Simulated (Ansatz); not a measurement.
Start from `N=[CH][SnH3]` and change one atom or group to get `N=CS`.

Ansatz, PBE0-D4/def2-TZVP geometries, multiplicity 1. Each molecule was computed in one conformer, which needn't be the lowest.

Elements past krypton have def2 core potentials.

```csv
property,`N=[CH][SnH3]`
HOMO energy (ωB97M-V/def2-TZVPP) / eV,-9.38
HOMO energy (PBE0/def2-TZVPP) / eV,-7.13
HOMO–LUMO gap (PBE0/def2-TZVPP) / eV,6.33
HOMO–LUMO gap (B3LYP/def2-TZVPP) / eV,5.88
LUMO energy (PBE/def2-TZVPP) / eV,-1.92
size of the dipole moment (ωB97M-V/def2-TZVPP) / D,1.75
```

**Question.** Give the same properties after the change, and the shifts. (Estimate.)

**Answer.** The calculation gave: 
```csv
property,`N=CS`,shift
HOMO energy (ωB97M-V/def2-TZVPP) / eV,-9.50,-0.12
HOMO energy (PBE0/def2-TZVPP) / eV,-7.37,-0.24
HOMO–LUMO gap (PBE0/def2-TZVPP) / eV,6.96,0.63
HOMO–LUMO gap (B3LYP/def2-TZVPP) / eV,6.49,0.61
LUMO energy (PBE/def2-TZVPP) / eV,-1.46,0.46
size of the dipole moment (ωB97M-V/def2-TZVPP) / D,1.39,-0.36
```

With PBE0 the HOMO falls by 0.24 eV and the LUMO rises by 0.40 eV, so the gap widens by about 0.64 eV. PBE moves the HOMO by -0.42 eV and ωB97M-V by -0.12 eV. Dipoles are sizes alone; their direction can turn.

B3LYP here is the variant with VWN-RPA as its local correlation; programs differ in this.
